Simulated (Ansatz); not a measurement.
Cl3Y, SMILES [Cl][Y+]([Cl])[Cl] (connectivity only; charge and spin as stated), charge +1, multiplicity 2.

The structure is a stationary point at PBE0-D3(BJ)/def2-SVP. The geometry has at least one imaginary mode, so it is a saddle point at that level. The spin state was assumed, not searched. The def2 effective core potentials stand for the cores of Y; spin–orbit coupling is left out.

Two levels are set side by side: PBE/def2-SVPD (Ansatz, a program for electronic structure) and CAM-B3LYP/def2-SVPD (Ansatz). Energy differences of separate SCF runs at the same geometry; the states with an electron removed or added have multiplicity 3 and 1. Differences are taken from unrounded values.

| quantity | PBE |
|---|---|
| vertical ionisation energy (eV) | 15.78 |
| vertical electron affinity (eV) | 10.05 |

Question: These are the PBE values. What does CAM-B3LYP give? (Estimate from the structure and the level; the computed values follow.)

Answer: 
```json
[
 {"quantity": "vertical ionisation energy (eV)", "CAM-B3LYP": "15.89", "PBE minus CAM-B3LYP": "-0.12"},
 {"quantity": "vertical electron affinity (eV)", "CAM-B3LYP": "10.85", "PBE minus CAM-B3LYP": "-0.81"}
]
```
